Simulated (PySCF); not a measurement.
## Working out the ionisation energy of C+

C+ [He] 2s2 2p1 (2P) → C(2+) [He] 2s2 (1S). Computed with PySCF 2.14 in def2-SVP, with no relativity, point nucleus. Frozen: 1s2. Energies in hartree (1 hartree = 27.21139 eV):

```csv
part,C+ (lower),C(2+) (upper)
UHF,-37.244191,-36.350857
CCSD correlation,-0.066659,-0.073138
(T),-0.000737,0.000000
```

**Question.** What does Hartree-Fock give?

**Answer.** (-36.350857) − (-37.244191) = 0.893334 hartree = 24.309 eV.

**Question.** What do CCSD and CCSD(T) give?

**Answer.** The CCSD correlation energies differ by -0.006479 hartree = -0.176 eV and the triples by 0.000737 hartree = 0.020 eV, so CCSD gives 24.133 eV and CCSD(T) 24.153 eV.

Measured between the centres of the two terms (NIST): 24.378 eV, so CCSD(T) (valence) is off by -0.225 eV.

A double-zeta basis recovers only part of the correlation energy.

The coupled-cluster amplitudes are large, so a single reference is strained.

What remains against the reference includes basis incompleteness, the frozen core and higher excitations.
